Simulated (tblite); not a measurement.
carbon tetrabromide (CBr$_{4}$), singlet, geometry from GFN2-xTB; tblite 0.6.0 with GFN1-xTB.

Here is a job for tblite.
```
$ tblite run mol.xyz --method gfn1 --charge 0 --spin 0 --efield 0,0,0.1 --json tblite.json --no-restart

# file mol.xyz
5

Br     1.88985705    -0.40657397    -0.16942869
C     -0.00000000     0.00000000     0.00000000
Br    -0.29724605     1.87434458    -0.40502511
Br    -0.58108731    -0.36980271     1.81415315
Br    -1.01152370    -1.09796790    -1.23969935
```

Task: What does tblite print? Leave out banner, timings and long lists.

Result: 
```
xTB calculator
 | screened Coulomb repulsion
 | Coulomb electrostatics
 |  * isotropic Klopman-Ohno-Mataga-Nishimoto electrostatics
 |  * onsite third-order electrostatics
 | DFT-D3(BJ) dispersion correction
 | Interactions (1)
 | [1] electric field

halogen bonding energy    0.0000000000000E+00 Eh
repulsion energy          3.3127023859379E-02 Eh
dispersion energy        -3.3261706262826E-03 Eh
interaction energy        0.0000000000000E+00 Eh
number of electrons       3.2000000000000E+01 e
integral cutoff           1.9756696134657E+01 bohr

------------------------------------------------------------
  cycle        total energy    energy error   density error
------------------------------------------------------------
      1     -17.43026447069  -1.7460065E+01   2.3623761E-01
      2     -17.49697581220  -6.6711342E-02   2.5685610E-01
      3     -17.60466028271  -1.0768447E-01   1.1010737E-01
      4     -17.60334346529   1.3168174E-03   2.5108086E-02
      5     -17.60508683227  -1.7433670E-03   2.3136174E-03
      6     -17.60510009517  -1.3262900E-05   7.2623826E-04
      7     -17.60510084739  -7.5222306E-07   4.3294161E-04
      8     -17.60510135380  -5.0641212E-07   2.5422075E-06
------------------------------------------------------------

electronic energy        -1.7634902207038E+01 Eh
total energy             -1.7605101353805E+01 Eh

Post processing:
 | Mayer-Wiberg bond orders

[Info] JSON dump of results written to 'tblite.json'
```
